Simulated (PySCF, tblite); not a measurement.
C₆H₁₁Si (doublet state).
Numbering: `[CH2:1]=[C:2][CH2:3][Si@@H:4]1[CH2:5][C@H:6]1[CH3:7]` (hydrogens: H8, H9 on C1; H10, H11 on C3; H12 on Si4; H13, H14 on C5; H15 on C6; H16, H17, H18 on C7)

Cartesian coordinates in Å at the GFN2-xTB level; atoms count from 1:
```xyz
18
C6H11Si angstrom
C      3.231    0.344   -0.830
C      2.791    0.735    0.324
C      1.629    0.645    1.173
Si     0.219   -0.430    0.418
C     -1.007    0.365   -0.769
C     -1.580    0.111    0.641
C     -2.702   -0.889    0.749
H      2.647   -0.277   -1.517
H      4.211    0.613   -1.194
H      1.914    0.222    2.139
H      1.235    1.646    1.362
H      0.530   -1.844    0.258
H     -0.910    1.401   -1.064
H     -1.456   -0.226   -1.555
H     -1.789    1.017    1.202
H     -3.628   -0.469    0.353
H     -2.468   -1.788    0.186
H     -2.875   -1.170    1.787
```

Jobs on this species (18 atoms, 61 electrons) with PySCF (density fitting) and tblite. Hardware of each: an Intel Xeon at 2.50 GHz with one thread, no GPU, shared host. Other jobs ran on the host; a repeat could differ by tens of per cent or more.

Question: Rank these jobs by wall time, shortest first.
A. GFN2-xTB; L-BFGS relaxation
B. GFN2-xTB; Hessian by finite differences
C. UKS B3LYP, pcH-1 on C H Si, non-relativistic, mean-field spin-orbit, GIAO; unrestricted SCF, g, hyperfine, density and orbital grids written; 295 basis functions

Answer: B (2.1 s), A (4.7 s), C (3.5 min).

All jobs:

| level and settings | work | basis functions | SCF cycles | wall time |
| --- | --- | --- | --- | --- |
| GFN2-xTB | Hessian by finite differences | – | – | 2.1 s |
| GFN2-xTB | L-BFGS relaxation | – | – | 4.7 s |
| UKS B3LYP, pcH-1 on C H Si, non-relativistic, mean-field spin-orbit, GIAO | unrestricted SCF, g, hyperfine, density and orbital grids written | 295 | 15 | 3.5 min |

Q: What do all jobs in the table cost together?

A: About 3.6 min; the longest takes about 97 % of that, and about 100 times as long as the shortest.
